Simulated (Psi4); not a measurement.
AlI3, charge +1, doublet, at a GFN2-xTB geometry (such geometries of metal compounds can be far from the true shape) (a state made from the parent by changing its charge; the spin is typed, not shown lowest) (all electrons, no relativity); B3LYP5/STO-3G run with Psi4.

Here is a job for Psi4.
```
memory 2 GB

molecule mol {
1 2
Al   -0.000000   -0.000000    0.000000
I    -2.072248   -1.451916   -0.053150
I     0.006649    2.239410   -1.179022
I     2.065599   -0.787494    1.232172
}

set {
  basis sto-3g
  reference uks
  scf_type pk
  puream true
  d_convergence 1e-8
  dft_radial_points 99
  dft_spherical_points 590
}

energy('b3lyp5')
print_variables()
```

Write the output that Psi4 gives for this input, abridged.


```
   => Loading Basis Set <=

    Name: STO-3G
    Role: ORBITAL
    Keyword: BASIS

         ---------------------------------------------------------
                                   SCF
               by Justin Turney, Rob Parrish, Andy Simmonett
                          and Daniel G. A. Smith
                              UKS Reference
         ---------------------------------------------------------

  ==> Geometry <==

    Molecular point group: cs
    Full point group: Cs

    Geometry (in Angstrom), charge = 1, multiplicity = 2:

       Center              X                  Y                   Z               Mass
    ------------   -----------------  -----------------  -----------------  -----------------
         AL           0.000000000000     0.000000000000     0.000000000000    26.981538530000
         I           -1.259309990858     2.195275635082     0.000000000000   126.904471900000
         I            2.530818962200    -0.007043745583     0.000000000000   126.904471900000
         I           -1.271508971342    -2.188231889498     0.000000000000   126.904471900000

  Running in cs symmetry.

  Rotational constants: A =      0.01383  B =      0.01383  C =      0.00691 [cm^-1]
  Rotational constants: A =    414.49907  B =    414.49884  C =    207.24948 [MHz]
  Nuclear repulsion = 1449.497997713676796

  Charge       = 1
  Multiplicity = 2
  Electrons    = 171
  Nalpha       = 86
  Nbeta        = 85

  ==> Algorithm <==

  SCF Algorithm Type is PK.
  DIIS enabled.
  MOM disabled.
  Fractional occupation disabled.
  Guess Type is SAD.
  Energy threshold   = 1.00e-06
  Density threshold  = 1.00e-08
  Integral threshold = 1.00e-12

  ==> Primary Basis <==

  Basis Set: STO-3G
    Blend: STO-3G
    Number of shells: 38
    Number of basis functions: 90
    Number of Cartesian functions: 96
    Spherical Harmonics?: true
    Max angular momentum: 2

  ==> DFT Potential <==

   => LibXC <=

    Version 7.1.2
    S. Lehtola, C. Steigemann, M. J. T. Oliveira, and M. A. L. Marques,  SoftwareX 7, 1–5 (2018) (10.1016/j.softx.2017.11.002)

   => Composite Functional: B3LYP5 <=

    B3LYP5 Hyb-GGA Exchange-Correlation Functional

    P. J. Stephens, F. J. Devlin, C. F. Chabalowski, and M. J. Frisch,  J. Phys. Chem. 98, 11623 (1994) (10.1021/j100096a001)

    Deriv               =              1
    GGA                 =           TRUE
    Meta                =          FALSE

    Exchange Hybrid     =           TRUE
[...]

   @Spin Contamination Metric:   5.756435992E-04
   @S^2 Expected:                7.500000000E-01
   @S^2 Observed:                7.505756436E-01
   @S   Expected:                5.000000000E-01
   @S   Observed:                5.000000000E-01

    Orbital Energies [Eh]
    ---------------------

    Alpha Occupied:

[...]
    Alpha Virtual:

[...]
      64Ap     0.025174

    Beta Occupied:

[...]
      60Ap    -0.375746

    Beta Virtual:

[...]
    Final Occupation by Irrep:
             Ap   App
    DOCC [    60,   25 ]
    SOCC [     1,    0 ]
    NA   [    61,   25 ]
    NB   [    60,   25 ]

  @UKS Final Energy: -20797.27111959107060

   => Energetics <=

    Nuclear Repulsion Energy =           1449.4979977136767957
    One-Electron Energy =              -31515.6366060471627861
    Two-Electron Energy =                9707.7957702679050271
    DFT Exchange-Correlation Energy =    -438.9282815254870798
    Empirical Dispersion Energy =           0.0000000000000000
    VV10 Nonlocal Energy =                  0.0000000000000000
    Total Energy =                     -20797.2711195910706010

  UHF NO Occupations:
  HONO-2 :   59 Ap 1.9998995
  HONO-1 :   60 Ap 1.9998995
  HONO-0 :   61 Ap 1.0000000
  LUNO+0 :   62 Ap 0.0001005
  LUNO+1 :   63 Ap 0.0001005
  LUNO+2 :   26App 0.0000450
  LUNO+3 :   64 Ap 0.0000419

Computation Completed

Properties will be evaluated at   0.000000,   0.000000,   0.000000 [a0]

Properties computed using the SCF density matrix

 Multipole Moments:

 ------------------------------------------------------------------------------------
     Multipole            Electronic (a.u.)      Nuclear  (a.u.)        Total (a.u.)
 ------------------------------------------------------------------------------------

 L = 1.  Multiply by 2.5417464519 to convert [e a0] to [Debye]
 Dipole X            :          0.0000071           -0.0000000            0.0000071
 Dipole Y            :         -0.0000104            0.0000000           -0.0000104
 Dipole Z            :          0.0000000            0.0000000            0.0000000
 Magnitude           :                                                    0.0000126

 ------------------------------------------------------------------------------------

  Variable Map:
  ----------------------------------------------------------------------------
[...]
  Array Variable Map:
  ----------------------------------------------------------------------------
[...]
[...]
```
